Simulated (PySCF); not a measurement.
C3F5O, SMILES O=C(C(F)(F)F)[C](F)F, multiplicity 2.

Geometry optimised at PBE-D3(BJ)/def2-SVP. The isomer is the one that the SMILES or the coordinates give; other isomers of the formula were not compared. One conformer was computed; it need not be the lowest.

These are M06-2X/def2-TZVP in PySCF values and carry that method's errors.

Computed frontier levels, dipole moment:
```
Property                                                                                                         Value
---------------------------------------------------------------------------------------------  -----------------------
α spin, highest occupied and lowest empty level                                                     -9.13 and -0.23 eV
β spin, highest occupied and lowest empty level                                                    -10.66 and -3.11 eV
dipole moment                                                                                                   1.99 D
quadrupole, principal values (traceless, Buckingham form, about the centre of nuclear charge)    -6.51, 2.54, 3.97 D·Å
⟨S²⟩                                                                                           0.770 (pure state 0.75)
```
